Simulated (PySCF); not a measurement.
B(Cl)(F)(NCO) (CBClFNO), SMILES O=C=NB(F)Cl. Geometry: B3LYP-D3(BJ)/def2-SVP. The values are those of a single conformer.

Computed equilibrium geometry at B3LYP-D3(BJ)/def2-SVP (PySCF confirms it by a frequency run) as Cartesian coordinates in Å, and its point group (one conformer of several):
point group Cs.
```xyz
6

B     -0.4736     0.6145     0.0000
Cl     0.9938     1.5893     0.0000
F     -1.6395     1.2310     0.0000
N     -0.4273    -0.7941     0.0000
C      0.0156    -1.9130     0.0000
O      0.3907    -3.0167     0.0000
```
Charge 0, spin multiplicity 1.
